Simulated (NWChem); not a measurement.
System: C4H5F; SMILES F[C@H]1C=CC1

NWChem input:

```
start job
memory heap 200 mb stack 900 mb global 1100 mb
geometry units angstroms noautosym nocenter noautoz
  F      0.039316     1.710707     0.257727
  C      0.034589     0.514538    -0.445184
  C      1.045430    -0.527795    -0.024656
  C      0.103005    -1.441622     0.249396
  C     -1.068735    -0.510836    -0.019874
  H      0.032606     0.762996    -1.513671
  H      2.131073    -0.529520    -0.015218
  H      0.141642    -2.491716     0.526634
  H     -1.787258    -0.810729    -0.793143
  H     -1.612933    -0.179929     0.870747
end
basis spherical
  * library 6-31g*
end
dft
  xc b3lyp
  iterations 150
end
property
  shielding
end
task dft property
```

Parts of the log:

```
             Northwest Computational Chemistry Package (NWChem) 7.3.0
             --------------------------------------------------------

                             Geometry "geometry" -> ""
                             -------------------------

 Output coordinates in angstroms (scale by  1.889725989 to convert to a.u.)

  No.       Tag          Charge          X              Y              Z
 ---- ---------------- ---------- -------------- -------------- --------------
    1 F                    9.0000     0.03931600     1.71070700     0.25772700
    2 C                    6.0000     0.03458900     0.51453800    -0.44518400
    3 C                    6.0000     1.04543000    -0.52779500    -0.02465600
    4 C                    6.0000     0.10300500    -1.44162200     0.24939600
    5 C                    6.0000    -1.06873500    -0.51083600    -0.01987400
    6 H                    1.0000     0.03260600     0.76299600    -1.51367100
    7 H                    1.0000     2.13107300    -0.52952000    -0.01521800
    8 H                    1.0000     0.14164200    -2.49171600     0.52663400
    9 H                    1.0000    -1.78725800    -0.81072900    -0.79314300
   10 H                    1.0000    -1.61293300    -0.17992900     0.87074700

 Effective nuclear repulsion energy (a.u.)     166.3899919151

                              NWChem Property Module
                              ----------------------

  itol2e modified to match energy
  convergence criterion.

                                 NWChem DFT Module
                                 -----------------

 Summary of "ao basis" -> "ao basis" (spherical)
 ------------------------------------------------------------------------------
       Tag                 Description            Shells   Functions and Types
 ---------------- ------------------------------  ------  ---------------------
 F                           6-31g*                  6       14   3s2p1d
 C                           6-31g*                  6       14   3s2p1d
 H                           6-31g*                  2        2   2s

  itol2e modified to match energy
  convergence criterion.

[...]

          -----------------------------------------
          Chemical Shielding Tensors (GIAO, in ppm)
          -----------------------------------------

                                NWChem CPHF Module
                                ------------------

  scftype          =     RHF
  nclosed          =       19
  nopen            =        0
  variables        =     1159
  # of vectors     =        3
  tolerance        = 0.10D-03
  level shift      = 0.00D+00
  max iterations   =       50
  max subspace     =       30

 SCF residual:    7.7979288882060925E-006

Iterative solution of linear equations
  No. of variables     1159
  No. of equations        3
  Maximum subspace       30
        Iterations       50
       Convergence  1.0D-04

   iter   nsub   residual    time
   ----  ------  --------  ---------
     1      3    4.99D-01      38.3
     2      6    3.35D-02      41.5
     3      9    1.36D-03      44.9
     4     12    4.16D-05      48.0

      Atom:    1  F
        Diamagnetic
    465.7164      0.3501     -0.1934
      0.3501    487.4490     13.1366
     -0.1934     13.1366    471.6693

        Paramagnetic
    -96.5408      3.5438    -13.0241
      3.5438    -96.4195    -17.2737
    -13.0241    -17.2737   -114.0771

        Total Shielding Tensor
    369.1756      3.8939    -13.2176
      3.8939    391.0295     -4.1371
    -13.2176     -4.1371    357.5922

           isotropic =     372.5991
          anisotropy =      30.7053

          Principal Components and Axis System
                 1           2           3
              393.0693    375.8181    348.9098

      1         0.2693      0.7963      0.5416
      2         0.9399     -0.3399      0.0324
      3        -0.2099     -0.5003      0.8400

      Atom:    2  C
        Diamagnetic
    241.7401      0.0339     -0.1562
      0.0339    250.8666      0.0805
     -0.1562      0.0805    236.9609

        Paramagnetic
   -149.5782     -2.9659     -1.7617
     -2.9659   -128.8825     34.5208
     -1.7617     34.5208   -137.0006

        Total Shielding Tensor
     92.1618     -2.9320     -1.9180
     -2.9320    121.9841     34.6013
     -1.9180     34.6013     99.9602

           isotropic =     104.7020
          anisotropy =      64.2040

          Principal Components and Axis System
                 1           2           3
              147.5047     91.9425     74.6589

      1        -0.0631      0.9980     -0.0105
      2         0.8057      0.0447     -0.5906
      3         0.5889      0.0457      0.8069

      Atom:    3  C
        Diamagnetic
    265.3031     -0.0787      1.0946
     -0.0787    258.5801     -5.5280
      1.0946     -5.5280    240.5654

        Paramagnetic
   -256.3080     43.4668    -21.7941
     43.4668   -229.6681     43.1429
    -21.7941     43.1429   -105.6959

        Total Shielding Tensor
      8.9951     43.3881    -20.6995
     43.3881     28.9120     37.6149
    -20.6995     37.6149    134.8695

           isotropic =      57.5922
          anisotropy =     134.4397

          Principal Components and Axis System
                 1           2           3
              147.2187     60.5199    -34.9621

      1        -0.0540      0.6744      0.7364
      2         0.2845      0.7173     -0.6360
      3         0.9572     -0.1751      0.2306

      Atom:    4  C
        Diamagnetic
    259.5608     -2.5156      1.0927
     -2.5156    263.0040     -6.5834
      1.0927     -6.5834    239.8722

        Paramagnetic
   -252.3268     56.3533    -10.5130
     56.3533   -243.4856     53.6180
    -10.5130     53.6180    -95.4963

[...]
```

Level: B3LYP/6-31G* (spherical d), GIAO. The geometry was optimised at B3LYP/6-31G* (spherical d). B3LYP is NWChem's, with the RPA form of VWN correlation. The printed shielding anisotropy is the first printed principal value minus the mean of the other two.
